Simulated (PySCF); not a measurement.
1-methoxy-1,3-cyclohexadiene, C₇H₁₀O.
SMILES: `COC1=CC=CCC1`

Closed-shell single points with PySCF (density fitting; grid level 2 and gas phase unless stated) on one GFN2-xTB geometry.

**Question.** Rank these settings by the dipole moment, lowest first.
A. BP86/ANO-RCC-VDZP, IEF-PCM methanol, start guess atom
B. PBE0/pcseg-1
C. PBE0/def2-SVPD

**Answer.** C (0.85 D), B (0.98 D), A (1.08 D).

**Question.** Rank these settings by the number of (spherical) basis functions, lowest first.
A. PBE0/pcseg-1
B. PBE0/def2-SVPD
C. PBE0/pcSseg-1

**Answer.** A (162), C (186), B (243).

All figures of these runs:

```tsv
settings	basis functions	SCF cycles	E (Eh)	HOMO (eV)	LUMO (eV)	dipole (D)
PBE0/pcseg-1	162	14	-347.4656	-5.67	-0.25	0.98
PBE0/def2-SVPD	243	14	-347.3065	-5.67	-0.29	0.85
BP86/ANO-RCC-VDZP, IEF-PCM methanol, start guess atom	162	12	-348.0486	-4.61	-1.11	1.08
PBE0/pcSseg-1	186	14	-347.4954	-5.65	-0.22	0.98
```

Cycle counts include a coarse-grid stage where the run had one. ANO-RCC sets were contracted for a scalar-relativistic Hamiltonian, but ran non-relativistically here. One conformer (not necessarily the lowest) at the GFN2-xTB geometry, without vibrations or thermal averaging.

Shape of the structure used: `[CH3:1][O:2][C:3]1=[CH:4][CH:5]=[CH:6][CH2:7][CH2:8]1`: C1–O2–C3–C4 1°.
